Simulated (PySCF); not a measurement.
# Relaxation of singlet ClF₆⁺

Method: PBE0/[Cl def2-SVP, F def2-SVP], no relativity, density fitting, PySCF. A (50,194) grid was used.

A start displaced from a saddle point along its imaginary mode, of D3 symmetry, held to at least that symmetry:

```xyz
7
charge 1 multiplicity 1, angstrom
Cl    0.0000    0.0000    0.0000
F     1.2697   -0.1200    1.0548
F    -0.5309    1.1596    1.0548
F    -0.7388   -1.0396    1.0548
F     1.2697    0.1200   -1.0548
F    -0.7388    1.0396   -1.0548
F    -0.5309   -1.1596   -1.0548
```

Question: What does it relax to?

Answer: It ends at Oh with Cl–F 1.584 Å (×6); F–Cl–F 90.0° (×12), F–Cl–F 180.0° (×3) (after a last refinement on a finer grid). A frequency run shows a minimum. Other isomers or separated fragments may lie lower.

Question: How much energy is released, and in how many steps?

Answer: 300.0 kJ/mol in 7 steps.

The relaxation took about 40 core-seconds on a shared host.
